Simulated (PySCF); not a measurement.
BH2O3, SMILES [O-]B(O)O, charge -1. Geometry: PBE-D3(BJ)/def2-SVPD. The values are those of a single conformer.

Problem. Give the equilibrium geometry at PBE-D3(BJ)/def2-SVPD (PySCF confirms it by a frequency run) as a Z-matrix, and its point group. (An estimate is asked for; the answer gives what the named calculation found.)

Solution. This is not unique; one that fits is point group C2v.
```
B
O 1 1.3096
O 1 1.4471 2 125.44
H 3 0.9713 1 103.00 2 0.00
O 1 1.4471 2 125.44 4 180.00
H 5 0.9713 1 103.00 2 0.00
```
Charge -1, spin multiplicity 1.
